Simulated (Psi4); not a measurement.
CHCl2 (SMILES Cl[CH]Cl), doublet, at a GFN2-xTB geometry, atoms displaced at random by about 0.02 Å a coordinate. Base run: PBE/3-21G (Psi4).

The Psi4 input:
```
memory 2 GB

molecule mol {
0 2
  Cl   -1.432951   -0.191856    0.022720
  C     0.033427    0.664753    0.210853
  Cl    1.437183   -0.162999   -0.090396
  H    -0.012326    1.690825   -0.126289
}

set basis 3-21g
set reference uks

optimize('pbe')
print_variables()
```

Each row names what was changed in the base input (with any setting that the change needs).

```json
[
 {"change": "base", "ΔE vs base (µEh)": "0.0", "optimiser steps": "7", "core-seconds (rough)": "40"},
 {"change": "intrafrag_step_limit = 0.05", "ΔE vs base (µEh)": "0.0", "optimiser steps": "8", "core-seconds (rough)": "30"},
 {"change": "hess_update = powell", "ΔE vs base (µEh)": "0.2", "optimiser steps": "8", "core-seconds (rough)": "40"},
 {"change": "g_convergence = nwchem_loose", "ΔE vs base (µEh)": "4.0", "optimiser steps": "5", "core-seconds (rough)": "20"},
 {"change": "g_convergence = gau_tight", "ΔE vs base (µEh)": "-0.1", "optimiser steps": "10", "core-seconds (rough)": "50"},
 {"change": "g_convergence = gau", "ΔE vs base (µEh)": "0.0", "optimiser steps": "7", "core-seconds (rough)": "40"},
 {"change": "hess_update = bofill", "ΔE vs base (µEh)": "0.4", "optimiser steps": "8", "core-seconds (rough)": "40"}
]
```

Open shells are given as the SCF converged; they aren't shown to be the lowest states, and a large step between rows can be another state.
